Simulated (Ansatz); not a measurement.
Geometry optimisation, UKS B3LYP-D4/def2-SVP in Ansatz.

input.yaml

```yaml
crystal:
  periodic: [false, false, false]
  atoms:
    - { symbol: W, position_ang: [-0.097895, 0.001389, 0.071899] }
    - { symbol: Cl, position_ang: [0.653339, 0.002967, 2.304859] }
    - { symbol: H, position_ang: [1.579223, -0.009373, -0.268823] }
    - { symbol: F, position_ang: [-0.128722, 1.836656, 0.22579] }
    - { symbol: F, position_ang: [-1.922799, -0.006184, -0.411865] }
    - { symbol: F, position_ang: [-0.128337, -1.833899, 0.226926] }
    - { symbol: F, position_ang: [0.095006, 0.008331, -1.78909] }
    - { symbol: H, position_ang: [-0.179816, 0.000112, 4.740305] }
magnetization:
  spin_polarized: true
  initial_magnetization: 1
basis:
  gaussian: { orbitals: def2-SVP }
hamiltonian:
  xc: b3lyp
  dispersion: d4
relax:
  f_tol: 0.03
  max_steps: 50
```

Launched with:

```bash
$ ansatz run input.yaml --threads 4 --pin off --max-ram 5120MiB --backend cpu --events-out ev --progress --plain --runs-dir out
```

Question: Where does it end, and by what steps?

Answer: The run converged. After 17 steps the energy has fallen by 0.186 eV; F7 moved furthest, 0.68 Å.

| step | energy less start (eV) | largest force component (eV/Å) | accepted |
| --- | --- | --- | --- |
| 0 | 0.0000 | 1.085 | yes |
| 1 | -0.0376 | 0.334 | yes |
| 2 | -0.0480 | 0.070 | yes |
| 3 | -0.0559 | 0.152 | yes |
| 4 | -0.0621 | 0.040 | yes |
| 5 | -0.0668 | 0.045 | yes |
| 6 | -0.0704 | 0.060 | yes |
| 7 | -0.0805 | 0.623 | yes |
| 8 | -0.0884 | 0.328 | yes |
| 9 | -0.1055 | 0.498 | yes |
| 10 | -0.1246 | 0.359 | yes |
| 11 | -0.1605 | 0.251 | yes |
| 12 | -0.1578 | 0.569 | no |
| 13 | -0.1770 | 0.227 | yes |
| 14 | -0.1825 | 0.256 | yes |
| 15 | -0.1851 | 0.137 | yes |
| 16 | -0.1859 | 0.087 | yes |
| 17 | -0.1863 | 0.014 | yes |

```xyz
8
Properties=species:S:1:pos:R:3
W -0.084 0.004 0.009
Cl 1.042 0.181 2.012
H 1.442 -0.610 -0.377
F -0.510 1.776 0.400
F -1.789 -0.304 -0.697
F -0.332 -1.761 0.531
F 0.327 0.644 -1.689
H -0.227 0.069 4.910
```

Whether the end is a true minimum wasn't checked by a vibrational analysis.

Run time: 71 s on 4 threads of Arm Neoverse V2, with other jobs on the host, peak memory 0.42 GiB.
